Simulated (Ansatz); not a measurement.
Consider the ligand exchange at the Si–C bond: `CCBC[SiH3]` + `C=C[Si](N)(O)F` → `C=C[Si](N)(F)O[SiH3]` + `CBCC`.

Computed with Ansatz on PBE0-D4/def2-TZVP structures; ΔE is electronic, products minus reactants. CCSD(T)/CBS adds triple-zeta CCSD(T) − MP2 to the extrapolated MP2 energy (def2 sets, frozen cores). Functionals use def2-TZVPP. B3LYP here is the variant with VWN-RPA as its local correlation; programs differ in this. Each species was taken in one conformer, which may not be the lowest.

`CCBC[SiH3]`:

Cartesian coordinates in Å:
```
C 1.737 -0.853 1.492
C 0.531 0.059 1.294
B -0.599 -0.462 0.352
C -1.506 0.488 -0.460
Si -0.739 0.669 -2.175
H 2.425 -0.467 2.247
H 1.426 -1.854 1.802
H 2.302 -0.965 0.563
H 0.844 1.076 1.029
H 0.006 0.178 2.260
H -0.764 -1.650 0.243
H -2.514 0.101 -0.642
H -1.563 1.506 -0.060
H -0.677 -0.643 -2.871
H 0.642 1.213 -2.076
H -1.553 1.603 -2.997
```

`C=C[Si](N)(O)F`:

Cartesian coordinates in Å:
```
C 1.722 -0.681 0.529
C 0.687 -1.051 -0.223
Si -0.813 -0.003 -0.472
N -0.432 1.617 -0.125
O -2.116 -0.449 0.412
F -1.306 -0.249 -1.970
H 2.592 -1.317 0.671
H 1.740 0.279 1.037
H 0.724 -2.027 -0.703
H -1.172 2.286 0.012
H 0.382 2.050 -0.531
H -2.008 -0.456 1.364
```

`C=C[Si](N)(F)O[SiH3]`:

```xyz
15

C    -1.207   -1.116   -1.572
C    -1.487   -0.956   -0.281
Si   -0.452    0.058    0.859
N    -1.375    1.303    1.543
F     0.070   -0.816    2.090
O     0.875    0.554    0.061
Si    2.433    0.325   -0.369
H    -1.833   -1.711   -2.231
H    -0.333   -0.658   -2.026
H    -2.379   -1.437    0.117
H    -1.071    1.787    2.372
H    -1.966    1.879    0.969
H     2.494    0.015   -1.822
H     3.035   -0.797    0.396
H     3.197    1.571   -0.107
```

`CBCC`:

```xyz
13

C     0.490   -1.541   -0.671
B    -0.266   -0.921    0.542
C    -0.488    0.606    0.780
C     0.084    1.596   -0.224
H    -0.287   -1.944   -1.339
H     1.095   -2.408   -0.392
H     1.092   -0.846   -1.259
H    -0.752   -1.673    1.348
H    -0.109    0.816    1.793
H    -1.572    0.754    0.899
H     1.171    1.505   -0.298
H    -0.138    2.631    0.048
H    -0.320    1.427   -1.226
```

| level | ΔE (kcal/mol) | difference from CCSD(T)/CBS |
| --- | --- | --- |
| PBE-D4 | -18.0 | 3.6 |
| PBE0-D4 | -19.5 | 2.1 |
| B3LYP-D4 | -22.9 | -1.3 |
| ωB97X-V | -21.9 | -0.3 |
| ωB97M-V | -21.4 | 0.2 |
| B2PLYP | -22.7 | -1.1 |
| PBE | -17.9 | 3.7 |
| PBE0 | -19.4 | 2.2 |
| B3LYP | -22.8 | -1.2 |
| HF/def2-TZVPP | -27.7 | -6.1 |
| MP2/def2-TZVPP | -21.3 | 0.3 |
| CCSD/def2-TZVPP | -22.3 | -0.7 |
| HF/def2-QZVPP | -28.2 | -6.6 |
| MP2/def2-QZVPP | -21.7 | -0.1 |
| HF/CBS(def2) | -28.3 | -6.7 |
| CCSD/CBS(def2) | -22.6 | -1.0 |
| CCSD(T)/CBS | -21.6 | 0 |

Largest T1 diagnostic among the species: 0.011.

In def2-TZVPP, CCSD(T) changes the Hartree–Fock value by +6.3 kcal/mol (the triples alone add +1.0 kcal/mol) and MP2 by +6.3 kcal/mol. From PBE to PBE0 (25 % exact exchange), in def2-TZVPP and without D4, ΔE moves by −1.5 kcal/mol.

CCSD(T)/CBS has its own doubt, a few kJ/mol and more with outer-core shells, so smaller differences from it don't rank the levels.
